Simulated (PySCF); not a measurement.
Two species compared at the same levels of theory.

First species: CH9FS2Si3.
Cartesian coordinates in Å at the GFN2-xTB level; atoms count from 1:
```xyz
16
CH9FS2Si3 angstrom
C      3.8239    0.2152    0.1041
S      2.1964    0.8451    0.6174
Si     1.1387    0.4613   -1.1956
S     -0.8879    1.1070   -1.0698
Si    -1.8699   -0.3260    0.2260
F     -0.9280   -0.5368    1.5211
Si    -3.9159    0.5145    0.8669
H      4.4920    0.3502    0.9478
H      4.1835    0.7810   -0.7494
H      3.7488   -0.8388   -0.1441
H      1.1855   -0.9681   -1.4777
H      1.6883    1.2623   -2.2750
H     -1.6951   -1.6188   -0.4254
H     -4.7388    0.8283   -0.3011
H     -4.6154   -0.5143    1.6430
H     -3.8137    1.7143    1.7004
```

Second species: C5H5F3O.
SMILES: `CC(=O)/C(F)=C/C(F)F`

Levels: CAM-B3LYP/def2-SVPD for dipole moment, HOMO energy, LUMO energy, HOMO–LUMO gap, static isotropic polarisability and electronic spatial extent ⟨r²⟩ about the centre of nuclear charge; TDDFT CAM-B3LYP/def2-SVPD for lowest singlet excitation; TDA CAM-B3LYP/def2-SVPD for lowest triplet excitation (Tamm–Dancoff); GFN2-xTB for rotational constant A and rotational constant C. Geometries: GFN2-xTB. Each structure is a single optimised conformer of the isolated species, non-relativistic unless stated; the electronic structure was computed with PySCF and density fitting.

Dipoles, sizes and rotational constants follow the conformer. The torsions of the flexible species, by atom-mapped SMILES:
- `[CH3:1][S:2][SiH2:3][S:4][Si@@H:5]([F:6])[SiH3:7]`: C1–S2–Si3–S4 -179°, S2–Si3–S4–Si5 -73°, Si3–S4–Si5–F6 47°
- `[CH3:1][C:2](=[O:3])/[C:4]([F:5])=[CH:6]/[CH:7]([F:8])[F:9]`: C1–C2–C4–F5 0°, C4–C6–C7–F8 120°

(1) Which has the higher T1 energy?

(2) Which of the two has the higher static isotropic polarisability, and by how much?

(3) Which has the higher LUMO energy?

(4) Which of the two has the higher HOMO energy, and by how much?

(5) Which has the higher rotational constant C?

(6) Which of the two has the higher HOMO–LUMO gap, and by how much?

(7) Which has the higher S1 energy?

(8) Which has the higher ⟨r²⟩?

Results:

(1) The first: 5.14 eV against 3.39 eV, a difference of 1.75 eV.

(2) The first: 137.6 au against 67.0 au, a difference of 70.6 au.

(3) The first: 0.15 eV against -1.37 eV, a difference of 1.52 eV.

(4) The first: -8.19 eV against -9.76 eV, a difference of 1.57 eV.

(5) The second: 0.733 GHz against 0.414 GHz, a difference of 0.319 GHz.

(6) The second: 8.39 eV against 8.34 eV, a difference of 0.05 eV.

(7) The first: 5.44 eV against 3.90 eV, a difference of 1.54 eV.

(8) The first: 2692 bohr² against 1483 bohr², a difference of 1209 bohr².

On the first: The polarisability is 20.39 Å³ as a volume (1 au = 0.148185 Å³), or 1.40 au for each of the 98 electrons. No computed singlet falls in the visible range (750 to 380 nm, 1.65 to 3.26 eV); S1 lies 2.18 eV above its blue end.

On the second: The polarisability is 9.92 Å³ as a volume (1 au = 0.148185 Å³), or 0.96 au for each of the 70 electrons. The dipole equals about 10.5 × 10⁻³⁰ C·m (1 D = 3.33564 × 10⁻³⁰ C·m).
